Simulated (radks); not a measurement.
Question: Co+, 26 electrons, occupied as [Ar] 3d8. Calculated with a radial shooting solver on a logarithmic mesh with Libxc functionals: Dirac Kohn-Sham, PW91, spin-unpolarised, spherical densities, point nucleus; open shells fill j = l - 1/2 first. Some entries of the table are withheld. Estimate them.

orbital,occ.,eigenvalue (hartree),<1/r> (bohr^-1),<r> (bohr)
1s1/2,2,-279.1608,27.03,(1)
2s1/2,2,-33.12416,5.839,0.2553
2p1/2,2,-28.75667,5.789,0.2228
2p3/2,4,-28.21120,5.677,0.2259
3s1/2,2,-3.87992,1.828,0.7779
3p1/2,2,-2.58214,1.694,0.8169
3p3/2,4,-2.51507,1.667,0.8271
3d3/2,4,-0.45619,1.236,1.134
3d5/2,4,-0.44969,1.228,1.142
4s1/2,0,-0.41201,0.4680,2.770
4p1/2,0,-0.23936,(2),3.594
4p3/2,0,-0.23668,(3),3.627

Answer: 
(1) 1s1/2 <r> (bohr): 0.05619
(2) 4p1/2 <1/r> (bohr^-1): 0.3531
(3) 4p3/2 <1/r> (bohr^-1): 0.3494
